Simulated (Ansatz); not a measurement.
`C[SiH2][GaH][NH2]`, 12 atoms. The species carries charge 0 and has multiplicity 1. Correlated methods include outer-core shells of Ga, which these sets cover unevenly. Scalar relativity is left out up to krypton. All runs use 4 threads of an Arm Neoverse V1 on a shared host. Correlated methods freeze the cores.

Task: How many basis functions does each run have, and how long does it take in Ansatz? RKS r2SCAN-D4/def2-TZVPP energy and forces; RHF-CCSD(T)/def2-TZVPP energy; RKS PBE0-D4/def2-TZVP relaxation (36 steps); RKS PBE0-D4/def2-SVP energy; RKS ωB97M-V/def2-QZVPP energy; RHF-CCSD(T)/def2-SVP energy; RKS ωB97M-V/def2-SVP energy; RKS PBE0-D4/def2-TZVPP energy; RKS PBE0-D4/def2-TZVP frequencies; RKS BHLYP-D4/def2-TZVPP energy; direct RPA on PBE orbitals/def2-TZVPP energy; RKS CAM-B3LYP-D4/def2-TZVPP energy. (Best estimate.)

Result: Computed: Other jobs shared the machine, so times are rough.

```
                                level                    job  functions  wall time  peak host memory (GiB)
                 RKS PBE0-D4/def2-SVP                 energy        118      1.5 s                    0.26
               RKS PBE0-D4/def2-TZVPP                 energy        264      3.8 s                    0.73
              RKS BHLYP-D4/def2-TZVPP                 energy        264        4 s                    0.76
          RKS CAM-B3LYP-D4/def2-TZVPP                 energy        264      4.5 s                    0.83
                 RKS ωB97M-V/def2-SVP                 energy        118        6 s                     0.4
             RKS r2SCAN-D4/def2-TZVPP      energy and forces        264        6 s                    0.38
direct RPA on PBE orbitals/def2-TZVPP                 energy        264        8 s                    0.67
                 RHF-CCSD(T)/def2-SVP                 energy        118      8.5 s                    0.61
               RKS ωB97M-V/def2-QZVPP                 energy        513       24 s                     2.5
                RKS PBE0-D4/def2-TZVP  relaxation (36 steps)        195    2.2 min                    0.54
                RKS PBE0-D4/def2-TZVP            frequencies        195    3.1 min                    0.54
               RHF-CCSD(T)/def2-TZVPP                 energy        264    3.8 min                     6.2
```
